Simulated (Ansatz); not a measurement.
Calculated with Ansatz (gas phase, PBE0-D4/def2-TZVP geometries, no zero-point term in ΔE). CCSD(T)/CBS is the MP2 limit (def2-TZVPP, def2-QZVPP) plus CCSD(T) − MP2 in def2-TZVPP, frozen cores. DFT in def2-TZVPP. B3LYP here is the variant with VWN-RPA as its local correlation; programs differ in this. For Ge outer-core shells are correlated without core-valence functions, which leaves a few kJ/mol of doubt a bond. Scalar relativity is left out up to krypton. One conformer a species, not always the lowest.

Consider the redistribution: `[SiH3][SiH2][GeH2][SiH2][GeH3]` + `F[SiH2][GeH2][SiH3]` → `[SiH3][GeH2][SiH2][SiH2][GeH3]` + `[F][GeH2][SiH2][SiH3]`.

Q: Is it downhill or uphill in electronic energy at CCSD(T)/CBS, and by how much? (Estimate.)

A: The calculation gave: Uphill: ΔE = +87.4 kJ/mol.

Q: What do these levels give: PBE-D4, r2SCAN-D4, B2PLYP, PBE, r2SCAN, PBE0, B3LYP, HF/def2-QZVPP, MP2/def2-QZVPP, HF/CBS(def2), MP2/CBS(def2), CCSD/CBS(def2)? (Estimate.)

A: The calculation gave: PBE-D4 72.3, r2SCAN-D4 79.8, B2PLYP 83.0, PBE 72.9, r2SCAN 79.9, PBE0 77.5, B3LYP 81.2, HF/def2-QZVPP 83.7, MP2/def2-QZVPP 90.3, HF/CBS(def2) 83.7, MP2/CBS(def2) 92.4, CCSD/CBS(def2) 89.1 kJ/mol.

Largest T1 diagnostic among the species: 0.013.

From PBE to PBE0 (25 % exact exchange), in def2-TZVPP and without D4, ΔE moves by +4.6 kJ/mol.
